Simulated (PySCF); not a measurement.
HSZn, charge +1, singlet, geometry from GFN2-xTB (such geometries of metal compounds can be far from the true shape); PBE/6-31G** (PySCF).

PySCF was given this input:
```python
from pyscf import gto, scf, dft

mol = gto.Mole()
mol.atom = '''
    Zn   -0.36132780   -0.65142862   -0.26440656
    S     0.58625743    1.18634901    0.41826102
    H     1.45971500    0.56127429    1.24002068
'''
mol.basis = '6-31g**'
mol.charge = 1
mol.verbose = 4
mol.build()

mf = dft.RKS(mol)
mf.xc = 'pbe'
mf.init_guess = 'atom'
mf.kernel()
mf.analyze()
```

Output, abridged:

```
PySCF version 2.14.0

[INPUT] verbose = 4
[INPUT] num. atoms = 3
[INPUT] num. electrons = 46
[INPUT] charge = 1
[INPUT] spin (= nelec alpha-beta = 2S) = 0
[INPUT] symmetry False subgroup None
[INPUT] Mole.unit = angstrom
[INPUT] Symbol           X                Y                Z      unit          X                Y                Z       unit  Magmom
[INPUT]  1 Zn    -0.361327800000  -0.651428620000  -0.264406560000 AA   -0.682810583192  -1.231021681503  -0.499655983938 Bohr   0.0
[INPUT]  2 S      0.586257430000   1.186349010000   0.418261020000 AA    1.107865981191   2.241874717049   0.790398776381 Bohr   0.0
[INPUT]  3 H      1.459715000000   0.561274290000   1.240020680000 AA    2.758461569919   1.060654688860   2.343299473997 Bohr   0.0

nuclear repulsion = 128.891030098163
number of shells = 23
number of NR pGTOs = 155
number of NR cGTOs = 57
basis = 6-31g**
ecp = {}

******** <class 'pyscf.dft.rks.RKS'> ********
method = RKS
initial guess = atom
damping factor = 0
level_shift factor = 0
DIIS = <class 'pyscf.scf.diis.CDIIS'>
diis_start_cycle = 1
diis_space = 8
diis_damp = 0
SCF conv_tol = 1e-09
SCF conv_tol_grad = None
SCF max_cycles = 50
direct_scf = True
direct_scf_tol = 1e-13
XC library pyscf.dft.libxc version 7.1.2
    S. Lehtola, C. Steigemann, M. J. T. Oliveira, and M. A. L. Marques,  SoftwareX 7, 1–5 (2018)
XC functionals = pbe
    J. P. Perdew, K. Burke, and M. Ernzerhof,  Phys. Rev. Lett. 77, 3865 (1996)
    J. P. Perdew, K. Burke, and M. Ernzerhof,  Phys. Rev. Lett. 78, 1396 (1997)
    J. P. Perdew, K. Burke, and M. Ernzerhof,  Phys. Rev. Lett. 77, 3865 (1996)
    J. P. Perdew, K. Burke, and M. Ernzerhof,  Phys. Rev. Lett. 78, 1396 (1997)
radial grids:
    Treutler-Ahlrichs [JCP 102, 346 (1995); DOI:10.1063/1.469408] (M4) radial grids

becke partition: Becke, JCP 88, 2547 (1988); DOI:10.1063/1.454033
pruning grids: <function nwchem_prune>
grids dens level: 3
symmetrized grids: False
atomic radii adjust function: <function treutler_atomic_radii_adjust>
small_rho_cutoff = 0
Set gradient conv threshold to 3.16228e-05
Initial guess from superposition of atomic densities.
Spherically averaged atomic HF for {'S', 'Zn', 'H'}

******** <class 'pyscf.scf.atom_hf.AtomSphAverageRHF'> ********
method = AtomSphAverageRHF
initial guess = minao
damping factor = 0
level_shift factor = 0
DIIS = <class 'pyscf.scf.diis.CDIIS'>
diis_start_cycle = 1
diis_space = 8
diis_damp = 0
SCF conv_tol = 1e-09
SCF conv_tol_grad = None
SCF max_cycles = 50
direct_scf = True
direct_scf_tol = 1e-13
atom = Zn
Set gradient conv threshold to 3.16228e-05
Initial guess from minao.
init E= -1777.01576507255
cycle= 1 E= -1777.47715170947  delta_E= -0.461  |g|=    0  |ddm|= 0.307
cycle= 2 E= -1777.47950778766  delta_E= -0.00236  |g|=    0  |ddm|= 0.216
cycle= 3 E= -1777.48107109119  delta_E= -0.00156  |g|=    0  |ddm|= 0.038
cycle= 4 E= -1777.48109825114  delta_E= -2.72e-05  |g|=    0  |ddm|= 0.0329
cycle= 5 E= -1777.48109826335  delta_E= -1.22e-08  |g|=    0  |ddm|= 0.00057
cycle= 6 E= -1777.48109826337  delta_E= -1.61e-11  |g|=    0  |ddm|= 2.39e-05
Extra cycle  E= -1777.48109826337  delta_E=    0  |g|=    0  |ddm|= 8.77e-08
Atomic HF for atom  Zn  converged. SCF energy = -1777.48109826337

******** <class 'pyscf.scf.atom_hf.AtomSphAverageRHF'> ********
method = AtomSphAverageRHF
initial guess = minao
damping factor = 0
level_shift factor = 0
DIIS = <class 'pyscf.scf.diis.CDIIS'>
diis_start_cycle = 1
diis_space = 8
diis_damp = 0
SCF conv_tol = 1e-09
SCF conv_tol_grad = None
SCF max_cycles = 50
direct_scf = True
direct_scf_tol = 1e-13
atom = S
Set gradient conv threshold to 3.16228e-05
Initial guess from minao.
init E= -397.14850756514
cycle= 1 E= -397.165968645482  delta_E= -0.0175  |g|=    0  |ddm|= 0.199
cycle= 2 E= -397.166166530099  delta_E= -0.000198  |g|=    0  |ddm|= 0.0536
cycle= 3 E= -397.166177380684  delta_E= -1.09e-05  |g|=    0  |ddm|= 0.0087
cycle= 4 E= -397.166177699697  delta_E= -3.19e-07  |g|=    0  |ddm|= 0.00261
cycle= 5 E= -397.166177699722  delta_E= -2.49e-11  |g|=    0  |ddm|= 1.47e-05
Extra cycle  E= -397.166177699722  delta_E= -1.14e-13  |g|=    0  |ddm|= 1.79e-07
Atomic HF for atom  S  converged. SCF energy = -397.166177699722

******** 1 electron system ********
Atomic HF for atom  H  converged. SCF energy = -0.49823291072907

tot grids = 49328
init E= -2177.52460016083
  HOMO = -0.267106645306843  LUMO = -0.159239407111505  gap/eV = 2.93522
cycle= 1 E= -2176.92577696613  delta_E= 0.599  |g|= 0.775  |ddm|= 2.12
  HOMO = -0.365312243420694  LUMO = -0.35935290348773  gap/eV = 0.16216
cycle= 2 E= -2175.68012556827  delta_E= 1.25  |g|= 1.89  |ddm|= 3.14
  HOMO = -0.486982839264776  LUMO = -0.387760112365943  gap/eV = 2.69999
cycle= 3 E= -2177.04591112998  delta_E= -1.37  |g|= 0.301  |ddm|= 2.84
  HOMO = -0.41223177577793  LUMO = -0.390961378212935  gap/eV = 0.57880
cycle= 4 E= -2177.0251374597  delta_E= 0.0208  |g|= 0.335  |ddm|= 0.91
  HOMO = -0.442211141513462  LUMO = -0.39917565286866  gap/eV = 1.17106
cycle= 5 E= -2177.07602162984  delta_E= -0.0509  |g|= 0.0272  |ddm|= 0.568
  HOMO = -0.44046243222845  LUMO = -0.399866859099821  gap/eV = 1.10466
cycle= 6 E= -2177.07631869957  delta_E= -0.000297  |g|= 0.0106  |ddm|= 0.0565
  HOMO = -0.440021548496555  LUMO = -0.399338991967201  gap/eV = 1.10703
cycle= 7 E= -2177.07635922688  delta_E= -4.05e-05  |g|= 0.00138  |ddm|= 0.0176
  HOMO = -0.440022784339734  LUMO = -0.399522359248525  gap/eV = 1.10207
cycle= 8 E= -2177.07635988797  delta_E= -6.61e-07  |g|= 0.000487  |ddm|= 0.00306
  HOMO = -0.440072622974606  LUMO = -0.399538823709451  gap/eV = 1.10298
cycle= 9 E= -2177.07635998394  delta_E= -9.6e-08  |g|= 0.000116  |ddm|= 0.000634
  HOMO = -0.440088122192738  LUMO = -0.399538321964783  gap/eV = 1.10342
cycle= 10 E= -2177.07635999088  delta_E= -6.95e-09  |g|= 6.91e-06  |ddm|= 0.000211
  HOMO = -0.440088082024763  LUMO = -0.399538665026225  gap/eV = 1.10341
cycle= 11 E= -2177.07635999088  delta_E= 9.09e-13  |g|= 1.39e-06  |ddm|= 1.16e-05
  HOMO = -0.440088271011371  LUMO = -0.399538406496472  gap/eV = 1.10342
Extra cycle  E= -2177.07635999089  delta_E= -6.37e-12  |g|= 3.12e-06  |ddm|= 6.81e-06
converged SCF energy = -2177.07635999089
**** SCF Summaries ****
Total Energy =                       -2177.076359990890069
Nuclear Repulsion Energy =             128.891030098162958
One-electron Energy =                -3277.323960688069292
Two-electron Energy =                  971.356570599016436
Two-electron Coulomb Energy =         1067.895430517707155
DFT Exchange-Correlation Energy =      -96.538859918690690
HOMO-LUMO gap [eV] =                     1.103418016373633
**** MO energy ****
MO #1   energy= -345.974887142645  occ= 2
MO #2   energy= -88.2775872329591  occ= 2
MO #3   energy= -41.9440173243563  occ= 2
MO #4   energy= -37.0179190069777  occ= 2
MO #5   energy= -37.0173242914039  occ= 2
MO #6   energy= -37.0165850519836  occ= 2
MO #7   energy= -7.90517072506937  occ= 2
MO #8   energy= -5.9288390710806   occ= 2
MO #9   energy= -5.92499552672467  occ= 2
MO #10  energy= -5.91608828327743  occ= 2
MO #11  energy= -4.87943513597041  occ= 2
MO #12  energy= -3.31504566374046  occ= 2
MO #13  energy= -3.31209089676071  occ= 2
MO #14  energy= -3.31009266048125  occ= 2
MO #15  energy= -0.880598206165741 occ= 2
MO #16  energy= -0.665126359838745 occ= 2
MO #17  energy= -0.653974558728141 occ= 2
MO #18  energy= -0.651285729474766 occ= 2
MO #19  energy= -0.6460841791979   occ= 2
MO #20  energy= -0.646026937156372 occ= 2
MO #21  energy= -0.578139398912484 occ= 2
MO #22  energy= -0.51982466488885  occ= 2
MO #23  energy= -0.440088271011371 occ= 2
MO #24  energy= -0.399538406496472 occ= 0
MO #25  energy= -0.261232382445324 occ= 0
MO #26  energy= -0.245466269116033 occ= 0
MO #27  energy= -0.192328871522068 occ= 0
MO #28  energy= -0.151677169234059 occ= 0
MO #29  energy= -0.0753740967317733 occ= 0
MO #30  energy= -0.0206711909015558 occ= 0
MO #31  energy= -0.0189359952826265 occ= 0
 ** Mulliken pop on meta-lowdin orthogonal AOs  **
 ** Mulliken pop  **
 ** Mulliken atomic charges  **
charge of    0Zn =      1.13560
charge of    1S =     -0.28794
charge of    2H =      0.15234

WARN: System has nonzero charge 1; the dipole moment is origin-dependent.
Location of origin: [0. 0. 0.]

Dipole moment(X, Y, Z, Debye): -1.07203, -3.62128, -0.64431
```
